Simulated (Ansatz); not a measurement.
Job for Ansatz (a quantum-chemistry and plane-wave program): R-CCSD(T)/aug-cc-pVTZ on CHBrO (a complex), monomers drawn apart or pushed together. The run froze 16 orbitals, filled d shells among them.

Ansatz 0.2 input:
```yaml
crystal:
  periodic: [false, false, false]
  atoms:
    - {symbol: C, position_ang: [0.03241738, -0.19635250, 0.46762032]}
    - {symbol: O, position_ang: [-0.00493012, -0.11675780, -0.65197542]}
    - {symbol: Br, position_ang: [0.12113034, -0.43872893, 4.02306320]}
    - {symbol: H, position_ang: [0.09208225, -0.34379074, 2.59708121]}
basis:
  gaussian:
    orbitals: aug-cc-pVTZ
magnetization: {spin_polarized: false}
correlation: {method: ccsd_t, electrons: outside_noble_gas}
scf: {lower_state_search: off}
```

Output:

```
WARN ansatz: RAYON_NUM_THREADS=1 ignored (pool sized by the plan → 1); use --threads N
Functional definition: HF
these checks for a lower state are left out or cut short: stability, starts, cluster_reference, orbital_swaps, neighbouring_geometries, increment
integrals: 0.54 GiB planned
1071 factors; integrals over basis functions are off by at most 1.4e-3 eV
mean field: 0.50 GiB planned
mean field evaluation 1: about -73083.2830 eV, gradient 2.9e1 eV
mean field evaluation 2: about -73083.3833 eV, gradient 2.9e1 eV
mean field evaluation 4: about -73085.0801 eV, gradient 2.5e0 eV
mean field evaluation 8: about -73085.1051 eV, gradient 1.8e-1 eV
mean field -73085.10530473 eV, -2685.8280810852 hartree, gradient 2.0e-6 eV, S^2 0.000000; 0 other end points of the search recorded, 0 dependent functions left out
16 core orbitals not correlated
reference -73085.10530473 eV, -2685.8280810852 hartree; 9, 9 occupied and 149, 149 virtual orbitals, 1071 factors
second order -14.79381380 eV of doubles, -0.00000000 eV of singles
coupled cluster: 0.93 GiB planned
cycle   1  -14.79807372 eV  change   -4.3e-3 eV  update   1.0e-1
cycle   2  -15.22457755 eV  change   -4.3e-1 eV  update   3.3e-2
cycle   3  -15.33718388 eV  change   -1.1e-1 eV  update   1.6e-2
cycle   4  -15.32366444 eV  change    1.4e-2 eV  update   3.1e-3
cycle   5  -15.32479923 eV  change   -1.1e-3 eV  update   1.1e-3
cycle   6  -15.32480772 eV  change   -8.5e-6 eV  update   2.6e-4
cycle   7  -15.32475443 eV  change    5.3e-5 eV  update   7.3e-5
cycle   8  -15.32476744 eV  change   -1.3e-5 eV  update   2.7e-5
cycle   9  -15.32476793 eV  change   -4.9e-7 eV  update   8.5e-6
perturbative correction -0.68908876 eV, -0.0253235448 hartree
Total energy: -73101.11916142 eV, -2686.4165794638 hartree
Checks for a lower state left out: stability, starts, cluster_reference, orbital_swaps, neighbouring_geometries, increment
```

Self-consistency was reached.

Cost: around 12 core-seconds (rough).
